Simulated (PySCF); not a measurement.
# Structure from NMR data

Molecular formula: C8H6N2. Simulated spectra:

¹H NMR (300 MHz, computed): δ 9.91 (s, 2H), 8.22 (m, 2H), 8.21 (m, 2H).

¹³C{¹H} NMR (computed): δ 154.4 (CH), 136.9 (CH), 132.0 (CH), 129.8 (C).

How the numbers were obtained: geometry from GFN2-xTB, σ from GIAO-PBE0/pcSseg-1, in PySCF (fast rotation and ring inversion assumed for equivalent nuclei, one computed conformer, in vacuum, non-relativistic Hamiltonian).

References, each an isolated molecule treated in the same way: ¹H (σ = 31.72 ppm) and ¹³C (σ = 186.93 ppm) against TMS.

**Question.** Which of these isomers gave the spectra?
A. C=N/C=C1/C(=C)C=C1C#N
B. C#Cc1cnncc1C=C
C. c1cnc2ncccc2c1
D. C=Nc1ccccc1C#N
E. c1ccc2cnncc2c1
F. C=C1C(C#N)=C1[C@@H](C)C#N

**Answer.** E. 

1. Rings plus π bonds: 7 (2 rings in the answer).
2. 4 carbon signals for 8 carbons: some carbons are equivalent by symmetry or fast rotation.
3. Carbon types of the structure: 2 × C, 6 × CH, which accounts for all hydrogens.
4. δC 154.4: aromatic CH next to a ring nitrogen; the adjacent pyridine-type nitrogen withdraws density from it.
5. δC 136.9, 132.0: aromatic CH; the aromatic region.
6. δC 129.8: ring-fusion aromatic carbon.
7. δH 9.91: hydrogen on an aromatic CH next to a ring nitrogen; ring current plus the neighbouring ring nitrogen.
8. δH 8.22, 8.21: hydrogen on an aromatic CH; it sits in the deshielding region of the aromatic ring current.

The others: C=Nc1ccccc1C#N would give 8 carbon signals, not 4; C=N/C=C1/C(=C)C=C1C#N would give 8 carbon signals, not 4; c1cnc2ncccc2c1 would give 5 carbon signals, not 4; C=C1C(C#N)=C1[C@@H](C)C#N would give 8 carbon signals, not 4; C#Cc1cnncc1C=C would give 8 carbon signals, not 4.

Shifts are as computed. Against solution values, carbons near 30 ppm lie about +3 ppm off and those near 130 ppm about +5 ppm. Of 1211 compounds with measured shifts, 218 miss one by over three times the rms of a fit or turn the order of signals round; such compounds aren't used in these exercises. No couplings were computed; multiplicities are counted from neighbouring protons, with m where these are inequivalent, close in shift, in a saturated or five-membered ring or joined by F or P, and br s for small geminal =CH2 splittings.
